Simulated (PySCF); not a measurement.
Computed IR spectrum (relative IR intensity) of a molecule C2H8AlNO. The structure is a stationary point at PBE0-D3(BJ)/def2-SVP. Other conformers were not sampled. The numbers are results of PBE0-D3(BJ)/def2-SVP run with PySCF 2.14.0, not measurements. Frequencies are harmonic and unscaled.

Lines under 2 % of the strongest are left out, and lines within 2 cm⁻¹ are merged.

ν (cm⁻¹): 206 (w), 276 (m), 312 (w), 363 (w), 403 (vs), 519 (s), 562 (w), 609 (m), 651 (w), 818 (s), 900 (s), 933 (w), 963 (w), 1051 (w), 1224 (vw), 1479 (vw), 1531 (m), 3035 (w), 3041 (w), 3087 (w), 3121 (w), 3141 (w), 3618 (w), 3709 (w), 4001 (m) (against the strongest line: vs over 80 %, s over 45 %, m over 15 %, w over 4 %, vw less)

Q: Which structure fits?
(A) C[NH][AlH][O]C
(B) C[CH2][Al]([NH2])[OH]
(C) C[NH][Al]([CH3])[OH]
(D) C[N](C)[AlH][OH]

A: B, C[CH2][Al]([NH2])[OH]
